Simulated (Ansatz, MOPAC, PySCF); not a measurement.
Stepwise substitution at one centre (Sn Cl-OH). All species are isolated molecules in the gas phase. One relaxed conformer stands for each flexible species; it need not be the lowest. Strings in code marks are SMILES.

Quantity: redistribution energy (mixed species minus the weighted end members), in eV. Semi-empirical values (MOPAC) are differences of heats of formation.

Level 1: frozen-core CCSD(T)/def2-TZVPP // r2SCAN-D4/def2-TZVP (Ansatz, an electronic-structure program)
Level 2: PBE-D3(BJ)/def2-TZVP // r2SCAN-D4/def2-TZVP (PySCF)
Level 3: PBE/6-31G* (LANL2DZ on Sn) // r2SCAN-D4/def2-TZVP (PySCF)
Level 4: PM3 // r2SCAN-D4/def2-TZVP (MOPAC)

```csv
species,level 2,level 3,level 4
3 of 4 Cl replaced by OH: `[OH][Sn]([OH])([OH])[Cl]`,0.002,-0.025,-0.007
1 of 4 Cl replaced by OH: `[OH][Sn]([Cl])([Cl])[Cl]`,-0.012,-0.043,0.038
```

Question: What does level 1 give for each?

Answer: 
- 3 of 4 Cl replaced by OH: `[OH][Sn]([OH])([OH])[Cl]`: 0.004
- 1 of 4 Cl replaced by OH: `[OH][Sn]([Cl])([Cl])[Cl]`: -0.012
